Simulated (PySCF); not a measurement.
Isomers of C9H6ClN, from PBE0-D3(BJ)/def2-SVP geometry optimisation, gas phase (PySCF). One conformer each, no zero-point energy, no frequencies.

Problem. Which is lowest in electronic energy at this level?
A. `C=C1C=CC(C#N)=CC(Cl)=C1`: A = 1098, B = 809.2, C = 466.2 MHz, dipole 3.97 D
B. `[N:1]#[C:2][c:3]1[cH:4][cH:5][c:6](/[CH:7]=[CH:8]/[Cl:9])[cH:10][cH:11]1` with C5–C6–C7–C8 179°: A = 4945, B = 333.5, C = 312.4 MHz, dipole 3.53 D
C. `Clc1ccc2ccccc2n1` (2-chloroquinoline): A = 2729, B = 607.4, C = 496.8 MHz, dipole 3.24 D

Solution. C. That is 2-chloroquinoline, `Clc1ccc2ccccc2n1`, 35.3 kcal/mol below the next.

```
                 SMILES                                                                mapped SMILES      E (Eh)  relative (kcal/mol)  relative (kJ/mol)  dipole (D)
       Clc1ccc2ccccc2n1         [Cl:1][c:2]1[cH:3][cH:4][c:5]2[cH:6][cH:7][cH:8][cH:9][c:10]2[n:11]1  -860.50232                  0.0                0.0        3.24
   N#Cc1ccc(/C=C/Cl)cc1     [N:1]#[C:2][c:3]1[cH:4][cH:5][c:6](/[CH:7]=[CH:8]/[Cl:9])[cH:10][cH:11]1  -860.44614                 35.3              147.5        3.53
C=C1C=CC(C#N)=CC(Cl)=C1  [CH2:1]=[C:2]1[CH:3]=[CH:4][C:5]([C:6]#[N:7])=[CH:8][C:9]([Cl:10])=[CH:11]1  -860.39617                 66.6              278.7        3.97
```

As drawn, the lowest has an aromatic ring, which the highest lacks; the highest has a C≡N group and a C=C bond outside aromatic rings, which the lowest lacks.
